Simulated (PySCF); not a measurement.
Electronic structure of Kr⁺ (krypton, charge +1) at the UHF level

Configuration: [Ar] 3d10 4s2 4p5, 2P determinant. Computed with PySCF 2.14 in cc-pVTZ-DK, with the spin-free X2C one-electron Hamiltonian (Gaussian nucleus).

- Total energy: -2787.693426 hartree
- One-electron energy: -3861.0785 hartree
- Hartree (Coulomb) energy: 1168.6362 hartree
- Exchange energy: -95.2511 hartree
- ⟨S²⟩: 0.7574
- ⟨L²⟩: 2.028
- Sum of ⟨r⟩: 23.51 bohr
- Sum of ⟨r²⟩: 31.69 bohr²
- Traceless quadrupole moment −½Σ⟨3z² − r²⟩ along its main axis: 1.54 e·bohr²
- Langevin diamagnetic susceptibility: -25.1 ×10⁻⁶ cm³/mol
- Time after the integrals: 0.12 s of wall time on 1 thread of Neoverse-V2 (shared host)

```json
{"shell": "1s α", "electrons": "1", "mean orbital energy (hartree)": "-529.77162", "spread (hartree)": "0", "rms radius, mean of both spins (bohr)": "0.0478"}
{"shell": "1s β", "electrons": "1", "mean orbital energy (hartree)": "-529.76613", "spread (hartree)": "0", "rms radius, mean of both spins (bohr)": "0.0478"}
{"shell": "2s α", "electrons": "1", "mean orbital energy (hartree)": "-72.49093", "spread (hartree)": "0", "rms radius, mean of both spins (bohr)": "0.199"}
{"shell": "2s β", "electrons": "1", "mean orbital energy (hartree)": "-72.48794", "spread (hartree)": "0", "rms radius, mean of both spins (bohr)": "0.199"}
{"shell": "2p α", "electrons": "3", "mean orbital energy (hartree)": "-63.96286", "spread (hartree)": "0.00960", "rms radius, mean of both spins (bohr)": "0.177"}
{"shell": "2p β", "electrons": "3", "mean orbital energy (hartree)": "-63.95661", "spread (hartree)": "0.00420", "rms radius, mean of both spins (bohr)": "0.177"}
{"shell": "3s α", "electrons": "1", "mean orbital energy (hartree)": "-11.66523", "spread (hartree)": "0", "rms radius, mean of both spins (bohr)": "0.565"}
{"shell": "3s β", "electrons": "1", "mean orbital energy (hartree)": "-11.65470", "spread (hartree)": "0", "rms radius, mean of both spins (bohr)": "0.565"}
{"shell": "3p α", "electrons": "3", "mean orbital energy (hartree)": "-8.85754", "spread (hartree)": "0.02911", "rms radius, mean of both spins (bohr)": "0.581"}
{"shell": "3p β", "electrons": "3", "mean orbital energy (hartree)": "-8.84343", "spread (hartree)": "0.00478", "rms radius, mean of both spins (bohr)": "0.581"}
{"shell": "3d α", "electrons": "5", "mean orbital energy (hartree)": "-4.19084", "spread (hartree)": "0.02741", "rms radius, mean of both spins (bohr)": "0.611"}
{"shell": "3d β", "electrons": "5", "mean orbital energy (hartree)": "-4.18372", "spread (hartree)": "0.01466", "rms radius, mean of both spins (bohr)": "0.611"}
{"shell": "4s α", "electrons": "1", "mean orbital energy (hartree)": "-1.63124", "spread (hartree)": "0", "rms radius, mean of both spins (bohr)": "1.67"}
{"shell": "4s β", "electrons": "1", "mean orbital energy (hartree)": "-1.51057", "spread (hartree)": "0", "rms radius, mean of both spins (bohr)": "1.67"}
{"shell": "4p α", "electrons": "3", "mean orbital energy (hartree)": "-0.93894", "spread (hartree)": "0.07794", "rms radius, mean of both spins (bohr)": "1.97"}
{"shell": "4p β", "electrons": "2", "mean orbital energy (hartree)": "-0.88952", "spread (hartree)": "0", "rms radius, mean of both spins (bohr)": "1.97"}
```

Densities and radii are taken from the X2C orbitals without a picture-change correction, which distorts them close to the nucleus.
